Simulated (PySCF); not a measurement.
Mg(H)(GeH3) (GeH₄Mg), SMILES [MgH][GeH3].

The structure is a stationary point at B3LYP-D3(BJ)/def2-TZVP.

The numbers are results of B3LYP-D3(BJ)/def2-TZVP in PySCF 2.14.0, not measurements.

Frequencies are harmonic and unscaled.

Modes within 1.5 cm⁻¹ of each other (mostly degenerate sets) share a row, with their intensities summed.

Task: Estimate the vibrational spectrum. (Estimate from the structure and the level; the computed values follow.)

Result: 
| mode | ν (cm⁻¹) | IR (km/mol) | Raman (Å⁴/amu) | depolarisation | moving atoms (share of kinetic energy) |
|---|---|---|---|---|---|
| 1–2 | 265 | 284.1 | 0.1 | – | H 97 % |
| 3 | 291 | 4.8 | 41.2 | 0.16 | Mg 72 %, Ge 25 % |
| 4–5 | 371 | 108.4 | 1.5 | 0.75 | H 87 %, Mg 9 % |
| 6 | 795 | 266.5 | 3.5 | 0.07 | H 97 % |
| 7–8 | 891 | 84.0 | 29.3 | 0.75 | H 99 % |
| 9 | 1621 | 326.6 | 412.4 | 0.16 | H 96 % |
| 10 | 2065 | 114.9 | 335.0 | 0.00 | H 99 % |
| 11–12 | 2071 | 309.1 | 369.8 | 0.75 | H 98 % |
